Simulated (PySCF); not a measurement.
**From a log to its input**

A PySCF 2.14 run on the atoms B 0 0 0; Se 0 0 2.219 (angstrom) printed this (some set-up lines and the per-cycle HOMO/LUMO lines with their warnings removed):

```
PySCF version 2.14.0

[INPUT] verbose = 4
[INPUT] num. atoms = 2
[INPUT] num. electrons = 39
[INPUT] charge = 0
[INPUT] spin (= nelec alpha-beta = 2S) = 1
[INPUT] symmetry False subgroup None
[INPUT] Mole.unit = angstrom

nuclear repulsion = 40.5408408546192
number of shells = 16
number of NR pGTOs = 112
number of NR cGTOs = 36
basis = 6-31g
ecp = {}

******** <class 'pyscf.dft.uks.UKS'> ********
method = UKS
initial guess = minao
damping factor = 0
level_shift factor = 0
DIIS = <class 'pyscf.scf.diis.CDIIS'>
diis_start_cycle = 1
diis_space = 8
diis_damp = 0
SCF conv_tol = 1e-09
SCF conv_tol_grad = None
SCF max_cycles = 50
direct_scf = True
direct_scf_tol = 1e-13
number electrons alpha = 20  beta = 19
XC library pyscf.dft.libxc version 7.0.0
    S. Lehtola, C. Steigemann, M. J.T. Oliveira, and M. A.L. Marques.,  SoftwareX 7, 1–5 (2018)
XC functionals = lc_wpbe
    O. A. Vydrov and G. E. Scuseria.,  J. Chem. Phys. 125, 234109 (2006)
radial grids:
    Treutler-Ahlrichs [JCP 102, 346 (1995); DOI:10.1063/1.469408] (M4) radial grids

becke partition: Becke, JCP 88, 2547 (1988); DOI:10.1063/1.454033
pruning grids: <function nwchem_prune>
grids dens level: 3
symmetrized grids: False
atomic radii adjust function: <function treutler_atomic_radii_adjust>
small_rho_cutoff = 0
Set gradient conv threshold to 3.16228e-05
tot grids = 34472
init E= -2424.3797986234

cycle= 1 E= -2425.35383415005  delta_E= -0.974  |g|= 0.351  |ddm|= 1.04
cycle= 2 E= -2425.00177664564  delta_E= 0.352  |g|= 0.853  |ddm|= 1.39
cycle= 3 E= -2425.49581866525  delta_E= -0.494  |g|= 0.0564  |ddm|= 0.786
cycle= 4 E= -2425.4992222904  delta_E= -0.0034  |g|= 0.022  |ddm|= 0.105
cycle= 5 E= -2425.50001492401  delta_E= -0.000793  |g|= 0.0113  |ddm|= 0.0486
cycle= 6 E= -2425.50037993114  delta_E= -0.000365  |g|= 0.00478  |ddm|= 0.0418
cycle= 7 E= -2425.50048189602  delta_E= -0.000102  |g|= 0.00198  |ddm|= 0.025
cycle= 8 E= -2425.50050881361  delta_E= -2.69e-05  |g|= 0.0013  |ddm|= 0.012
cycle= 9 E= -2425.50052569575  delta_E= -1.69e-05  |g|= 0.000736  |ddm|= 0.0111
cycle= 10 E= -2425.50053345807  delta_E= -7.76e-06  |g|= 0.000455  |ddm|= 0.00782
cycle= 11 E= -2425.50053788366  delta_E= -4.43e-06  |g|= 9.4e-05  |ddm|= 0.0102
cycle= 12 E= -2425.50053797962  delta_E= -9.6e-08  |g|= 2.72e-05  |ddm|= 0.00147
cycle= 13 E= -2425.50053798279  delta_E= -3.18e-09  |g|= 1.19e-05  |ddm|= 0.000171
cycle= 14 E= -2425.50053798345  delta_E= -6.58e-10  |g|= 3.88e-06  |ddm|= 6.1e-05
Extra cycle  E= -2425.50053798348  delta_E= -3.14e-11  |g|= 2.92e-06  |ddm|= 1.01e-05
converged SCF energy = -2425.50053798348  <S^2> = 0.78102543  2S+1 = 2.0307884
uhf_internal: lowest eigs of H = [0.02594598 0.02595245 0.07944185]
<class 'pyscf.dft.uks.UKS'> wavefunction is stable in the internal stability analysis
uhf_real2complex: lowest eigs of H = [0.01837714 0.01839424 0.0693654 ]
<class 'pyscf.dft.uks.UKS'> wavefunction is stable in the real -> complex stability analysis
uhf_external: lowest eigs of H = [-0.0425237  -0.00951024 -0.00950791]
Dipole moment(X, Y, Z, Debye):  0.00000,  0.00000, -2.39234
orbital energies (hartree): [array([-0.4183, -0.3573, -0.3573, -0.032 , -0.032 ,  0.0822]), array([-0.5199, -0.3559, -0.3559, -0.0952, -0.0071, -0.0071])]
```

Q: Write the input that gave this log.

A: The input was:

```python
from pyscf import gto, dft

mol = gto.M(
    atom='B 0 0 0; Se 0 0 2.219',
    basis='6-31g',
    charge=0,
    spin=1,
    verbose=4,
)
mf = dft.UKS(mol, xc='lc_wpbe')
mf.kernel()
mf.stability(internal=True, external=True)
mf.dip_moment()
print('orbital energies (hartree):', [e[max(0, n-3):n+3].round(4) for e, n in zip(mf.mo_energy, mol.nelec)])
```

The bond length is a typed value, not an optimised one. No search for the lowest solution was made.
